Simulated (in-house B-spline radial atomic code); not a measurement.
Response and correlation of the praseodymium ion Pr⁵⁺

Closed shell [Kr] 4d10 5s2 5p6. Computed with an all-electron radial atomic-structure program (B-spline basis): Dirac-Hartree-Fock, relativistic RPA (time-dependent Dirac-Hartree-Fock) for the response and second-order many-body perturbation theory for correlation, no-pair Dirac-Coulomb Hamiltonian, finite nucleus.

Command:
```bash
python run_mb.py task.json out
```
Settings (nuclear radius in fm, box in bohr, cutoff in hartree):
```
basis_form          2
Z                   59
core_configuration  [Kr] 4d10 5s2 5p6
rms_radius          4.8919
mass_number         141
speed_of_light      137.036
box_radius          10.732
lmax                7
intervals           62
virtual_cutoff      87025.0
```

Run time, properties included: 16 s on 1 thread of Intel(R) Xeon(R) Platinum 8259CL CPU @ 2.50GHz, on a shared host.

| multipole (bohr³, bohr⁵, bohr⁷) | uncoupled | coupled RPA |
| --- | --- | --- |
| dipole | 5.3543 | 4.5782 |
| quadrupole | 11.022 | 13.35 |
| octupole | 48 | ? |

(1) What is the coupled octupole polarisability?

(2) Which subshells carry the dipole polarisability?

(3) What does the dipole shielding factor come to?

Dipole polarisability at imaginary frequency:

| u (Eh) | α(iu) (bohr³) |
| --- | --- |
| 0 | 4.578 |
| 0.735 | 3.559 |
| 2.2 | 1.448 |
| 4.41 | 0.5941 |
| 7.35 | 0.2849 |
| 14.7 | 0.0958 |
| 29.4 | 0.03111 |
| 73.5 | 0.006774 |

(4) What dispersion coefficients follow for two such ions (the dispersion part alone)?

Lowest J = 1 odd-parity excitations:

```
energy (eV)  oscillator strength  leading channel  weight
     24.888              0.00533     5p3/2 → d3/2   0.742
     29.322                0.427     5p1/2 → d3/2    0.38
     35.134                 5.21     5p1/2 → d3/2   0.622
     37.511                0.775     5p3/2 → s1/2   0.986
     41.272                0.308     5p1/2 → s1/2   0.986
     52.904              0.00357     5p3/2 → d3/2   0.742
     53.981               0.0791     5p3/2 → d5/2    0.74
     56.233                0.136     5p3/2 → s1/2   0.997
```

Second-order correlation energy by the highest angular momentum of the excited pair (hartree): s -0.02625, p -0.238, d -0.7792, f -1.409, g -0.4447, h -0.1929, i -0.08788, k -0.04477.

(5) What is the second-order correlation energy at the partial-wave limit?

Results:

(1) 61.941 atomic units, +29 % against the uncoupled value.

(2) 5p3/2 69.8 %, 5p1/2 27.3 %, 4d5/2 1.3 %.

(3) The dipole shielding factor is 0.915, against the exact N/Z = 54/59 = 0.915 of the non-relativistic theorem.

(4) C6 = (3/π)∫α(iu)²du = 23.19 hartree·bohr⁶ and C8 = 334.4 hartree·bohr⁸.

(5) The listed waves sum to -3.2224 hartree; extrapolating the increments as (l + 1/2)⁻⁴ gives -3.3139 hartree, -1.67 eV per electron.
